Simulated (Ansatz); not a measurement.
Geometry optimisation, RKS PBE-D4/def2-SVP in Ansatz.

The input (input.yaml):

```yaml
crystal:
  periodic: [false, false, false]
  atoms:
    - { symbol: W, position_ang: [0.0, 0.0, 0.0] }
    - { symbol: F, position_ang: [0.0, 0.0, 2.2] }
    - { symbol: F, position_ang: [1.85, 0.0, 0.0] }
    - { symbol: H, position_ang: [0.0, 1.72, 0.0] }
    - { symbol: F, position_ang: [-1.85, 0.0, 0.0] }
    - { symbol: F, position_ang: [0.0, -1.85, 0.0] }
    - { symbol: O, position_ang: [0.0, 0.0, -1.94] }
    - { symbol: H, position_ang: [0.5278, 0.7924, -2.2771] }
    - { symbol: Cl, position_ang: [1.7619, -1.8472, 0.8482] }
    - { symbol: H, position_ang: [0.8713, -0.9135, 2.0396] }
basis:
  gaussian: { orbitals: def2-SVP }
hamiltonian:
  xc: pbe
  dispersion: d4
relax:
  f_tol: 0.15
  max_steps: 25
  restrain:
    - { distance: [0, 8], at: 3.59, k: 30.0 }
    - { distance: [9, 1], at: 2.12, k: 30.0 }
    - { distance: [0, 1], at: 1.85, k: 30.0 }
    - { distance: [9, 8], at: 1.37, k: 30.0 }
output:
  orbitals: {}
```

Launched with:

```bash
$ ansatz run input.yaml --threads 4 --pin off --max-ram 5120MiB --backend cpu --events-out ev --progress --plain --runs-dir out
```

Problem. Where does it end, and by what steps?

Solution. The run converged. The restraints hold the end off the free minimum. After 23 steps the energy has fallen by 6.861 eV (the restraints' own energy left out); H10 moved furthest, 1.05 Å. The start is strongly strained (largest force component 8 eV/Å), so its close contacts needn't be bonds. Parted: W1–Cl9 (2.69 → 3.59 Å). Joined: Cl9–H10 (1.76 → 1.34 Å).

| step | energy less start (eV) | largest force component (eV/Å) | accepted |
| --- | --- | --- | --- |
| 0 | 0.0000 | 8.145 | yes |
| 1 | -2.2717 | 5.651 | yes |
| 2 | -3.7577 | 4.469 | yes |
| 3 | -5.1749 | 3.708 | yes |
| 4 | -6.0107 | 1.145 | yes |
| 5 | -6.3273 | 1.232 | yes |
| 6 | -6.4358 | 0.992 | yes |
| 7 | -6.5694 | 0.901 | yes |
| 8 | -6.6010 | 1.099 | yes |
| 9 | -6.6503 | 0.624 | yes |
| 10 | -6.6197 | 1.229 | no |
| 11 | -6.6801 | 0.714 | yes |
| 12 | -6.6943 | 0.692 | yes |
| 13 | -6.7018 | 0.707 | yes |
| 14 | -6.7069 | 0.708 | yes |
| 15 | -6.7167 | 0.687 | yes |
| 16 | -6.7399 | 0.652 | yes |
| 17 | -6.7778 | 0.669 | yes |
| 18 | -6.7966 | 0.688 | yes |
| 19 | -6.8090 | 0.735 | yes |
| 20 | -6.8422 | 0.687 | yes |
| 21 | -6.8544 | 0.748 | yes |
| 22 | -6.8596 | 0.681 | yes |
| 23 | -6.8608 | 0.681 | yes |

```xyz
10
Properties=species:S:1:pos:R:3
W -0.257 0.142 0.006
F 0.170 -0.042 1.820
F 1.465 0.929 0.041
H -0.673 1.716 0.526
F -1.994 0.466 -0.616
F -0.958 -1.578 0.316
O 0.207 -0.022 -1.813
H 1.146 -0.035 -2.097
Cl 2.320 -2.201 0.864
H 1.735 -1.473 1.824
```

Time of the run: 58 s on 4 threads of Arm Neoverse V1 (shared host), peak memory 0.22 GiB.
